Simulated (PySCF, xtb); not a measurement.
CH9FN2Si2, SMILES N[SiH2]N[SiH2]CF.

GFN2-xTB (xtb) at its own geometry gives an orbital gap of 5.42 eV and a dipole moment of 3.89 D.

Geometry optimised at B3LYP-D3(BJ)/def2-SVP. The structure was generated by enumeration, and PubChem lists no compound with its InChIKey, so it may never have been made. The values are those of a single conformer.

**Question.** What does PySCF with PBE/def2-TZVP give? (The exact figures need the calculation; the answer reports its results.)

**Answer.** gap 5.34 eV (levels -6.02 and -0.68 eV), dipole 3.13 D.
